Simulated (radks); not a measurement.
The numbers below are computed, except where a source is named.
Task: I I, configuration [Kr] 4d9 5s2 5p5 6s1 (not the ground configuration). Code: a radial shooting solver on a logarithmic mesh with Libxc functionals. Model: Dirac Kohn-Sham, LDA (Slater exchange, Perdew-Wang correlation), spin-unpolarised, spherical densities, finite nucleus; open shells fill j = l - 1/2 first; Fermi nuclear charge, rms radius 4.75 fm.

Spin-orbit splittings of the eigenvalues, e(l+1/2) - e(l-1/2), with zeta = 2 splitting/(2l+1) and mean radii in bohr:

| shell | occ. | splitting (eV) | zeta (eV) | <r> j=l-1/2 | <r> j=l+1/2 |
|---|---|---|---|---|---|
| 2p | 6 | 298.3 | 198.9 | 0.09851 | 0.1042 |
| 3p | 6 | 56.15 | 37.43 | 0.3043 | 0.3159 |
| 3d | 10 | 11.83 | 4.730 | 0.2865 | 0.2902 |
| 4p | 6 | 11.22 | 7.479 | 0.7675 | 0.7953 |
| 4d | 9 | ? | ? | 0.8975 | 0.9083 |
| 5p | 5 | 1.304 | 0.8691 | 2.182 | 2.282 |

Estimate the 4d splitting.

Result: 1.796 eV (zeta = 0.7185 eV).
